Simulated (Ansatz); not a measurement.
C$_{2}$H$_{3}$F$_{2}$Ga (`F/C=[C](/F)[GaH2]`) from Hartree–Fock to CCSD(T)

```xyz
8

F     1.526    0.852   -1.074
C     1.399   -0.180   -0.240
C     0.225   -0.478    0.309
F     0.233   -1.552    1.139
Ga   -1.477    0.466    0.040
H     2.325   -0.721   -0.073
H    -2.718   -0.097    0.802
H    -1.513    1.708   -0.902
```

The species carries charge 0 and has multiplicity 1. Correlated methods include outer-core shells of Ga, which these sets cover unevenly. Scalar relativity is left out up to krypton. All single points use the PBE0-D4/def2-TZVP geometry. Frozen core, restricted reference, Ansatz 0.2.0.

| basis | HF (Eh) | MP2 corr. |
| --- | --- | --- |
| def2-SVP | -2199.07597 | -0.83525 |
| def2-TZVPP | -2199.66320 | -1.03439 |
| def2-QZVPP | -2199.71576 | -1.35045 |

Task: Estimate the CCSD correlation energy and the (T) correction in each basis where they were run (hartree).

Result: 
| basis | CCSD corr. | (T) |
| --- | --- | --- |
| def2-SVP | -0.85576 | -0.02435 |
| def2-TZVPP | -1.05060 | -0.04001 |
